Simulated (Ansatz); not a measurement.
# The atomisation energy (no zero-point term) down a group: B to Ga

One atom is swapped for its congeners: BH3(SeH2); AlH3(SeH2); GaH3(SeH2). All are singlets with charge 0.

Shapes, held fixed at every level: PBE0-D4/def2-TZVP. Programs: Ansatz 0.2.0. Values in eV.

| level | BH3(SeH2) | AlH3(SeH2) | GaH3(SeH2) |
| --- | --- | --- | --- |
| HF/def2-SVP | 14.96 | 12.46 | 11.61 |
| SPW92/def2-TZVPP | 22.60 | 18.74 | 18.32 |
| PBE-D4/def2-TZVPP | 20.10 | 16.62 | 15.95 |
| r2SCAN0-D4/def2-TZVPP | 19.95 | 16.80 | 16.13 |
| MP2/def2-TZVPP | 19.44 | 16.28 | 15.72 |
| CCSD(T)/def2-TZVPP | 19.61 | 16.67 | 16.12 |

At CCSD(T)/def2-TZVPP the atomisation energy falls at every step, from 19.61 to 16.12 eV. Every level shows the same order. Relativity is left out for Ga, Se unless named. Correlated rows may include outer-core shells of Ga, Se, which these sets cover unevenly. Spin-orbit coupling, which grows down the group, is left out (summed over each molecule's free atoms 0.12, 0.13, 0.19 eV).
